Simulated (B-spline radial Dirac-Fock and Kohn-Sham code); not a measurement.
ΔSCF core binding energies without Breit or QED terms, calculated with an atomic code on a B-spline grid.

A sound run for atomic erbium in the configuration [Xe] 4f12 6s2: The ground state converged in 11 iterations, with total energy -13092.23237 Ha, virial ratio 1.90634 and highest orbital energy -5.23 eV. ΔSCF binding energies: K (1s) 57745.8 eV, L3 (2p3/2) 8377.9 eV, M5 (3d5/2) 1411.9 eV.

A second run, with one unsound setting: The ground state converged in 36 iterations, with total energy -17371.14143 Ha, virial ratio 1.29080 and highest orbital energy -1.55 eV. ΔSCF binding energies: K (1s) 56439.8 eV, L3 (2p3/2) 9867.6 eV, M5 (3d5/2) 1142.9 eV.

```
iter   energy (Ha)        error
   1   -17062.04494383  1.54e+01
   2   -16833.50451375  5.23e+00
   3   -17335.39478284  1.44e+00
   4   -17367.60281798  5.04e-01
   5   -17329.61999006  8.44e-01
   6   -17346.18074021  1.14e+00
   7   -17362.71102836  5.23e-01
   8   -17368.11453097  2.46e-01
   9   -17370.93109530  8.58e-02
  17   -17362.29228659  3.01e-01
  25   -17370.99088498  5.12e-02
  33   -17371.14143067  5.60e-06
  36   -17371.14143067  1.83e-08
```

Problem. Which fault fits the second run best?
A. functional not served
B. speed of light below Z
C. damping too heavy
D. too few iterations

Solution. B. The input had c_factor = 0.2804: c_factor makes c so small that Zα exceeds 1, so any numbers that come out have no meaning.
